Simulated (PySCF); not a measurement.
PySCF input for C₃H₈BFO, SMILES CCB(F)CO, PBE0/pcSseg-1. Geometry: r2SCAN-D4/def2-SVP. This is a generated structure with no PubChem entry under its InChIKey; it may be hypothetical. One conformer was computed; it need not be the lowest.

```python
import numpy as np
from pyscf import gto, scf, dft
from pyscf.prop.nmr import rks as nmr

mol = gto.M(
    atom='''
    C     2.41416172   -0.32472734    0.12170025
    C     0.94675892   -0.72572292   -0.00893768
    B    -0.10674538    0.42560667    0.11684121
    F     0.28874473    1.65445967    0.47660640
    C    -1.64550059    0.22758757   -0.15244422
    O    -2.03740476   -1.06522168   -0.59216782
    H     2.70065706    0.39282695   -0.66338563
    H     2.61047447    0.16520195    1.08826352
    H     3.09008404   -1.19038397    0.04182648
    H     0.73968317   -1.25303934   -0.96065477
    H     0.67858000   -1.48225115    0.75987136
    H    -2.23132791    0.57261379    0.73148986
    H    -1.93502164    0.93822977   -0.95091111
    H    -1.71138721   -1.70241875    0.05526907
    ''',
    basis='pcSseg-1',
    charge=0,
    spin=0,
    max_memory=1600,
    verbose=3,
)
mf = dft.RKS(mol, xc='pbe0')
mf.grids.level = 3
mf.conv_tol = 1e-10
mf.max_cycle = 100
mf.kernel()
n = nmr.NMR(mf)
n.verbose = 2
n.max_cycle_cphf = 60
sigma = n.kernel()
print('atom   isotropic/ppm   span/ppm')
for i, s in enumerate(sigma):
    w = np.linalg.eigvalsh((s + s.T) / 2)
    print(f'{mol.atom_symbol(i):2s}{i + 1:3d} {w.mean():14.3f} {w[2] - w[0]:11.3f}')
```

Program output:

```
converged SCF energy = -318.718623453264
atom   isotropic/ppm   span/ppm
C   1        177.293      12.256
C   2        169.652      42.529
B   3         37.260     120.951
F   4        205.340     465.209
C   5        123.914      66.099
O   6        330.605     100.904
H   7         30.295      10.673
H   8         30.163      10.485
H   9         30.280      12.197
H  10         29.627      10.251
H  11         30.443      10.107
H  12         27.665       9.520
H  13         27.801       8.346
H  14         31.867      19.176
```

The run converged.

Cost: roughly 60 core-seconds.
